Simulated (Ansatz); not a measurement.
Input file for Ansatz (a first-principles code): SC-NEVPT2 on SA-CASSCF(4,5)/cc-pVTZ on BH (SMILES [BH]), 2S+1 = 3, a spin state set in the input, which need not be the lowest.

Ansatz 0.2 input:
```yaml
crystal:
  periodic: [false, false, false]
  atoms:
    - {symbol: B, position_ang: [-0.00000000, -0.00000000, -0.20551357]}
    - {symbol: H, position_ang: [0.00000000, 0.00000000, 1.02756787]}
basis:
  gaussian:
    orbitals: cc-pVTZ
magnetization: {spin_polarized: false, initial_magnetization: 2}
correlation: {method: sc_nevpt2, electrons: outside_noble_gas, active_space: {window: {electrons: 4, orbitals: 5}, states: [{multiplicity: 1, weights: [1]}, {multiplicity: 3, weights: [1]}]}}
output: {orbitals: {seedname: ./end}}
```

The log:

```
WARN ansatz: RAYON_NUM_THREADS=2 ignored (pool sized by the plan → 2); use --threads N
Functional definition: HF
integrals: 0.01 GiB planned
481 factors; integrals over basis functions are off by at most 2.5e-7 eV
mean field: 0.06 GiB planned
mean field evaluation 1: about -682.1138 eV, gradient 7.4e0 eV
mean field evaluation 2: about -682.1140 eV, gradient 7.4e0 eV
mean field evaluation 4: about -683.3456 eV, gradient 1.4e0 eV
mean field evaluation 8: about -683.3915 eV, gradient 7.0e-4 eV
mean field evaluation 16: about -683.3915 eV, gradient 5.2e-4 eV
mean field -683.39146675 eV, -25.1141731837 hartree, gradient 3.1e-6 eV, S^2 2.000000; 2 other end points of the search recorded, 0 dependent functions left out
reference -683.39146675 eV, -25.1141731837 hartree; 4, 2 occupied and 40, 42 virtual orbitals, 481 factors
configuration interaction: 0.05 GiB planned
configuration interaction: 0.00 GiB planned
state -685.19126916 eV, -25.1803147024 hartree
state -685.19126916 eV, -25.1803147024 hartree; corrected -686.18281592 eV, -25.2167533737 hartree
configuration interaction: 0.00 GiB planned
state -683.84892719 eV, -25.1309845446 hartree
state -683.84892719 eV, -25.1309845446 hartree; corrected -684.83702353 eV, -25.1672964155 hartree
Total energy: -685.50991972 eV, -25.1920248946 hartree
```

The run converged. The last total energy is the mean of the averaged states.

Cost: about 0.6 core-seconds (a rough figure).
